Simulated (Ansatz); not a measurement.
Reaction (formal exchange of groups at a Te–Si bond): `O[SiH]([SiH3])[TeH]` + `C1=NC1` → `[TeH]C1=NC1` + `O[SiH2][SiH3]`

Program: Ansatz. Geometries: PBE0-D4/def2-TZVP. ΔE: electronic, gas phase. CCSD(T)/CBS is the MP2 limit (def2-TZVPP, def2-QZVPP) plus CCSD(T) − MP2 in def2-TZVPP, frozen cores. Functionals use def2-TZVPP. B3LYP here is the variant with VWN-RPA as its local correlation; programs differ in this. HSE06 is defined as in plane-wave codes. def2 core potentials past Kr. For Te outer-core shells are correlated without core-valence functions, which leaves a few kJ/mol of doubt a bond. Each species was taken in one conformer, which may not be the lowest.

```csv
level,ΔE (kJ/mol),difference from CCSD(T)/CBS
LDA (SPW92),83.7,-3.1
BLYP-D4,73.4,-13.4
r2SCAN-D4,82.0,-4.8
B97M-V,75.7,-11.1
PBE0-D4,88.0,1.2
B3LYP-D4,79.8,-7.0
r2SCANh-D4,84.7,-2.1
r2SCAN0-D4,88.4,1.6
BHLYP-D4,87.4,0.6
CAM-B3LYP-D4,80.4,-6.4
ωB97X-V,83.6,-3.2
ωB97M-V,87.1,0.3
B2PLYP,77.6,-9.2
PBE-QIDH,87.2,0.4
PBE,78.8,-8.0
revPBE,75.7,-11.1
BLYP,68.1,-18.7
r2SCAN,81.2,-5.6
PBE0,85.1,-1.7
B3LYP,74.7,-12.1
r2SCANh,83.8,-3.0
r2SCAN0,87.4,0.6
HSE06,85.0,-1.8
BHLYP,80.7,-6.1
CAM-B3LYP,77.1,-9.7
LC-ωPBE,85.4,-1.4
RPA@PBE/def2-TZVPP,71.8,-15.0
MP2/def2-SVP,83.6,-3.2
CCSD(T)/def2-SVP,83.3,-3.5
HF/def2-TZVPP,83.6,-3.2
MP2/def2-TZVPP,81.5,-5.3
SCS-MP2/def2-TZVPP,76.7,-10.1
CCSD/def2-TZVPP,81.0,-5.8
CCSD(T)/def2-TZVPP,79.8,-7.0
HF/def2-QZVPP,82.7,-4.1
MP2/def2-QZVPP,85.2,-1.6
SCS-MP2/def2-QZVPP,80.4,-6.4
HF/CBS(def2),82.6,-4.2
MP2/CBS(def2),88.4,1.6
CCSD/CBS(def2),88.0,1.2
CCSD(T)/CBS,86.8,0
```

What do rigid-rotor, harmonic-oscillator terms from PBE0-D4/def2-TZVP frequencies (298.15 K, 1 bar) make of the CCSD(T)/CBS value? (Best estimate.)

Ansatz gave: ΔZPE = -5.7 kJ/mol, ΔH = +80.1 kJ/mol, ΔS = -2 J/(mol·K), ΔG = +80.7 kJ/mol.

Largest T1 diagnostic among the species: 0.012.

At CCSD(T), def2-SVP lies −3.5 kJ/mol from the extrapolated value and def2-TZVPP −7.0 kJ/mol. Leaving LDA and LC-ωPBE aside and taking each functional with its dispersion term where it has one, the values spread over 15.0 kJ/mol, from BLYP-D4 to r2SCAN0-D4. LDA lies +5.0 kJ/mol from PBE without D4. From BLYP to BHLYP (50 % exact exchange), in def2-TZVPP and without D4, ΔE moves by +12.5 kJ/mol.
